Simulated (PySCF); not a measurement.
Input of a run (PBE0-D3(BJ)/def2-SVP geometry optimisation, gas phase, def2 core potentials past Kr (PySCF 2.14.0)), started from GFN2-xTB:
```
{"job": {"xc": "PBE0", "basis": "def2-SVP", "d3": "d3bj", "grid": 1, "maxiter": 30, "shake": 0.03, "kind": "geom"}, "charge": 0, "multiplicity": 1}
Sn     0.081270    -0.062630     0.028590
C     -0.284690    -0.023000     2.180290
C     -1.061470    -0.900300     2.802890
H      0.342930     0.782610     2.713430
H     -1.532290    -1.711080     2.293810
H     -1.127140    -0.848800     3.896000
C      2.141880    -0.237260    -0.579120
C      2.627160    -1.250390    -1.258440
H      2.761850     0.594650    -0.234340
H      1.948890    -2.099240    -1.518070
H      3.596330    -1.349100    -1.493660
C     -0.929050     1.721980    -0.939130
C     -2.010460     1.648960    -1.861090
H     -0.610680     2.695260    -0.653650
H     -2.349070     0.636830    -2.138210
H     -2.373490     2.532740    -2.266060
I     -1.250510    -2.131800    -0.913010
```

Output (energies in Eh, forces in Eh/bohr):
```
step   0  E = -745.54679911  max force = 0.089869
step   1  E = -745.57482816  max force = 0.012675
step   2  E = -745.57583578  max force = 0.013016
step   3  E = -745.57748087  max force = 0.004792
step   4  E = -745.57754884  max force = 0.002014
step   5  E = -745.57760458  max force = 0.001304
step   6  E = -745.57761021  max force = 0.000866
step   7  E = -745.57761247  max force = 0.000387
optimisation converged
```

Task: Summarise the run.

Result: The energy falls by 80.9 kJ/mol over 8 energy and gradient evaluations, the largest force component goes from 0.0899 to 3.9e-04 Eh/bohr, and the atoms move by 0.069 Å rms after alignment. The bond that changes most is Sn1–C12 (ends: tin bonded to 3 C and I; carbon bonded to C, Sn and H), which shortens by 0.131 Å. Bonds longer at the end by more than 0.005 Å: 7 of 16; shorter: 7. Among the angles that change most is H15–C13–H16, from 125.2° to 116.3°. The energy never rose by more than 1e-6 Eh on the way. The first step brought 91 % of the lowering.

Task: What are the final bond lengths?

Result: Sn1–C2 2.137 Å, Sn1–C7 2.137 Å, Sn1–C12 2.137 Å, Sn1–I17 2.711 Å, C2–C3 1.334 Å, C2–H4 1.098 Å, C3–H5 1.096 Å, C3–H6 1.097 Å, C7–C8 1.334 Å, C7–H9 1.098 Å, C8–H10 1.096 Å, C8–H11 1.097 Å, C12–C13 1.335 Å, C12–H14 1.098 Å, C13–H15 1.096 Å, C13–H16 1.097 Å. Numbering counts from 1 in the input's order; the species is `[CH](=C)[Sn]([I])([CH]=C)[CH]=C` (Sn(vinyl)3I).

The run used 181 basis functions and 65 SCF cycles in all. Hardware: an Arm Neoverse N1 with one thread, shared host with 64 logical CPUs at a one-minute load of 61. Cost: 5.7 min of wall time, 0.79 GiB resident at most.

Stationary, but not proved a minimum. The numbers are those of one conformer.
